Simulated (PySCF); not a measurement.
**Ho(SH)3: from a saddle point downhill**

PySCF 2.14.0, RKS BP86, Ho lcecp-1-SVP with ECP56, S def2-SVP, H def2-SVP; non-relativistic Hamiltonian with scalar-relativistic core potentials where named; density fitting; no spin-orbit coupling. Relaxed within the symmetry of its start, the geometry (C3v) is

```xyz
7

Ho    0.0000    0.0000   -0.3316
S     2.4344    0.0000    0.5125
H     2.0772    0.0000    1.8299
S    -1.2172    2.1083    0.5125
H    -1.0386    1.7989    1.8299
S    -1.2172   -2.1083    0.5125
H    -1.0386   -1.7989    1.8299
```

and its lowest harmonic modes are -282, -198, -198, 70, 89, 89 cm⁻¹ (negative: unstable). It was moved along the lowest mode and relaxed again, within the group C3 that the move left.

(1) Where does it end, and how much lower?

(2) How do the contacts change?

(3) Is the end a minimum?

An lcecp potential fixes the number of 4f electrons, so in runs with it no electron can move into or out of that shell.

State: singlet in the valence, with the 4f electrons in the core potential.

Results:

(1) In C3, nearly C3h, 0.407 eV lower, after 27 steps:
```xyz
7

Ho    0.0000    0.0000    0.8727
S     2.5397    0.4144    0.9774
H     2.8312   -0.9216    0.9635
S    -1.6287    1.9923    0.9774
H    -0.6175    2.9127    0.9635
S    -0.9110   -2.4066    0.9774
H    -2.2137   -1.9911    0.9635
```

(2) 
```
    contact  saddle (Å)  end (Å)
Ho1–S2 (SH)       2.577    2.575
Ho1–S4 (SH)       2.577    2.575
Ho1–S6 (SH)       2.577    2.575
```


(3) Yes, as far as the noise of the softest modes lets one tell (those above −25 cm⁻¹ count as noise); lowest modes 17, 62, 62, 173, 201, 201 cm⁻¹.
